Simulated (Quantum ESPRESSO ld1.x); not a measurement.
Bi IV, configuration [Hg] (the NIST ground configuration). All-electron calculation, Dirac Kohn-Sham, LDA (Slater exchange, Perdew-Wang correlation), spin-unpolarised, spherical densities, point nucleus. Program: ld1.x of Quantum ESPRESSO 7.5.

Unscreened Slater integrals over Kohn-Sham orbitals (hartree). Large and small components are both included.

integral            value
F0(6s1/2,6s1/2)   0.44767
F0(6s1/2,5d5/2)   0.52375
G2(6s1/2,5d5/2)   0.11560
F0(6s1/2,5d3/2)   0.52721
G2(6s1/2,5d3/2)   0.10563
F0(6s1/2,5p3/2)   0.54543
G1(6s1/2,5p3/2)  0.049146
F0(5d5/2,5d5/2)   0.72891
F2(5d5/2,5d5/2)   0.38203
F4(5d5/2,5d5/2)   0.25568
F0(5d5/2,5d3/2)   0.74078
F2(5d5/2,5d3/2)   0.38792
G2(5d5/2,5d3/2)   0.38722
G4(5d5/2,5d3/2)   0.25931
F0(5d5/2,5p3/2)   0.80744
F2(5d5/2,5p3/2)   0.41177
G1(5d5/2,5p3/2)   0.50774
G3(5d5/2,5p3/2)   0.31627
F0(5d3/2,5d3/2)   0.75338
F2(5d3/2,5d3/2)   0.39492
F0(5d3/2,5p3/2)   0.82443
F2(5d3/2,5p3/2)   0.42534
G1(5d3/2,5p3/2)   0.53192
G3(5d3/2,5p3/2)   0.33150
F0(5p3/2,5p3/2)   0.92295
F2(5p3/2,5p3/2)   0.49716
